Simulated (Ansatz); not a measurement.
Geometry optimisation, RKS B3LYP-D4/def2-SVP in Ansatz.

Input:

```yaml
crystal:
  periodic: [false, false, false]
  atoms:
    - { symbol: Ga, position_ang: [-1.054065, 1.104949, 0.01327] }
    - { symbol: O, position_ang: [1.817976, -0.054199, -0.653004] }
    - { symbol: H, position_ang: [-1.657755, 1.124965, -1.440764] }
    - { symbol: H, position_ang: [-0.665189, 2.406557, 0.795664] }
    - { symbol: H, position_ang: [1.288508, -0.659595, -0.110037] }
    - { symbol: P, position_ang: [-1.07191, -0.90066, 1.148369] }
    - { symbol: H, position_ang: [1.807281, -0.460389, -1.532767] }
    - { symbol: H, position_ang: [0.233024, -0.814489, 1.719116] }
    - { symbol: H, position_ang: [-0.69797, -1.746939, 0.060153] }
basis:
  gaussian: { orbitals: def2-SVP }
hamiltonian:
  xc: b3lyp
  dispersion: d4
relax:
  f_tol: 0.03
  max_steps: 50
```

Command:

```bash
$ ansatz run input.yaml --threads 2 --pin off --max-ram 3072MiB --backend cpu --events-out ev --progress --plain --runs-dir out
```

Where does it end, and by what steps?

It converged. After 9 steps the energy has fallen by 0.474 eV; H7 moved furthest, 0.62 Å. Joined: Ga1–O2.

| step | energy less start (eV) | largest force component (eV/Å) | accepted |
| --- | --- | --- | --- |
| 0 | 0.0000 | 0.422 | yes |
| 1 | -0.0707 | 1.675 | yes |
| 2 | -0.1954 | 1.709 | yes |
| 3 | -0.3610 | 1.168 | yes |
| 4 | -0.4256 | 0.673 | yes |
| 5 | -0.4347 | 0.512 | yes |
| 6 | -0.4689 | 0.204 | yes |
| 7 | -0.4683 | 0.100 | no |
| 8 | -0.4733 | 0.034 | yes |
| 9 | -0.4743 | 0.020 | yes |

```xyz
9
Properties=species:S:1:pos:R:3
Ga -0.668 0.924 -0.090
O 1.352 0.295 -0.707
H -1.259 0.960 -1.556
H -0.304 2.244 0.683
H 1.629 -0.435 -0.131
P -1.249 -0.974 1.206
H 1.322 -0.076 -1.603
H -0.029 -1.008 1.957
H -0.794 -1.930 0.241
```

Whether the end is a true minimum wasn't checked by a vibrational analysis.

Time of the run: 20 s on 2 threads of Arm Neoverse V2 (shared host), peak memory 0.2 GiB.
